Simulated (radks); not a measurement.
Coulomb parameter of the 4d shell of the zirconium ion Zr2+ in the model configuration [Kr] 4d1 5s1, as a second difference U = [E(n + 1) + E(n - 1) - 2 E(n)] / (1)^2 with all orbitals relaxed. "Bare": the charge of the atom changes with n. "Screened": the 5s shell takes up the change at fixed total charge, which measures U(4d,4d) + U(5s,5s) - 2 U(4d,5s). All-electron calculation, scalar-relativistic Kohn-Sham, SCAN, spin-unpolarised, spherical densities, finite nucleus; meta-GGA in the generalised Kohn-Sham scheme; Fermi nuclear charge, rms radius 4.2694 fm. Program: a radial shooting solver on a logarithmic mesh with Libxc functionals.

case         configuration  E - E(n) (eV)
start         [Kr] 4d1 5s1          0.000
bare +1       [Kr] 4d2 5s1        -14.521
bare -1           [Kr] 5s1         25.000
screened +1       [Kr] 4d2         -1.908
screened -1       [Kr] 5s2          2.673

U(bare) = 10.480 eV, U(screened by 5s) = 0.765 eV, against the Slater integral F0(4d,4d) = 12.823 eV with frozen orbitals.
